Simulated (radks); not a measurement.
Q: All-electron atom: the erbium ion Er2+ in [Xe] 4f12. Method: scalar-relativistic Kohn-Sham, LDA (Slater exchange, Perdew-Wang correlation), spin-unpolarised, spherical densities, finite nucleus; Fermi nuclear charge, rms radius 5.2516 fm; computed with a radial shooting solver on a logarithmic mesh with Libxc functionals. Some entries of the table are withheld. Estimate them.

orbital  occ.  eigenvalue (hartree)  <r^2> (bohr^2)
1s          2             -2106.653       0.0005687
2s          2                   (1)        0.008846
2p          6             -313.7093        0.007191
3s          2             -79.79605         0.05815
3p          6             -67.41083         0.05850
3d         10             -51.85983         0.04877
4s          2             -16.14049          0.2920
4p          6             -12.06425          0.3313
4d         10              -6.59923          0.3965
5s          2              -2.44682           1.765
5p          6              -1.50759             (2)
4f         12              -0.65252          0.9150
6s          0              -0.54693           11.90
5d          0              -0.50206             (3)
6p          0              -0.37269           18.73
5f          0              -0.13935           63.54

A: 
(1) 2s eigenvalue (hartree): -354.4082
(2) 5p <r^2> (bohr^2): 2.513
(3) 5d <r^2> (bohr^2): 6.804
